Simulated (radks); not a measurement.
Values are calculated unless marked as measured or tabulated.
Problem. Ionisation of the lanthanum ion La2+, [Xe] 5d1, to [Xe] as the strength of local exchange is varied. Code: a radial shooting solver on a logarithmic mesh with Libxc functionals. Model: scalar-relativistic Kohn-Sham, Slater X-alpha exchange (alpha = 2/3 is LDA exchange), no correlation, spin-polarised, spherical densities, point nucleus; open shells are filled with parallel spins first (spin-orbit coupling, left out, can overturn this in heavy ions).

| alpha | E(La2+) (hartree) | exchange (hartree) | IE (eV) | -e of the level emptied (eV) | <r> of it (bohr) |
|---|---|---|---|---|---|
| 0.602 | -8462.2723 | -171.9924 | 17.352 | 13.405 (5d) | 2.707 |
| 0.667 | -8480.9179 | -190.9524 | 18.092 | 14.096 (5d) | 2.643 |
| 0.813 | -8522.9376 | -233.8156 | 19.831 | 15.731 (5d) | 2.514 |
| 0.957 | -8564.5700 | -276.4654 | 21.647 | 17.457 (5d) | 2.402 |
| 1.019 | -8582.5526 | -294.9428 | 22.459 | 18.234 (5d) | 2.358 |
| 1.036 | -8587.4893 | -300.0212 | 22.685 | 18.450 (5d) | 2.347 |
| ? | -8456.2565 | -165.8830 | 17.118 | 13.187 (5d) | 2.729 |

Which alpha was used in the last row?

Solution. alpha = 0.581. NIST Atomic Spectra Database: 19.177 eV (measured). The Delta-SCF value meets it near alpha = 0.76. Open shells are spherical and high-spin; term and fine-structure splittings are not resolved. Spin-orbit splitting is averaged out at the scalar-relativistic level.
